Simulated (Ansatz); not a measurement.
The cluster TaS2. Charge 0, multiplicity 2. Geometry r2SCAN-D4/def2-TZVP; atoms count from 1.

```xyz
3

Ta   -0.0074   -0.8435   -0.0714
S    -1.3803    0.3446    1.0905
S     1.3877    0.4989   -1.0191
```

In the def2 sets Ta takes a core potential; there is no spin–orbit coupling. The structure comes from a short search, and lower isomers may exist.

**Question.** Estimate the Mulliken populations from the PBE0/def2-TZVP orbitals of Ansatz.

**Answer.** 
```csv
atom,charge (e),spin (α − β),d electrons
Ta1,0.64,1.28,3.25
S2,-0.32,-0.14,–
S3,-0.32,-0.14,–
```
Mulliken values and Mayer orders depend strongly on the basis.

**Question.** Where does the spin sit?

**Answer.** Summed by element: Ta 1.28, S -0.28, of 1 unpaired in all. Largest on single atoms: Ta1 1.28, S2 -0.14, S3 -0.14.

**Question.** And the Mayer bond orders between bonded heavy atoms (over 0.3)?

**Answer.** Ta1–S2 2.34 (2.16 Å); Ta1–S3 2.34 (2.16 Å).
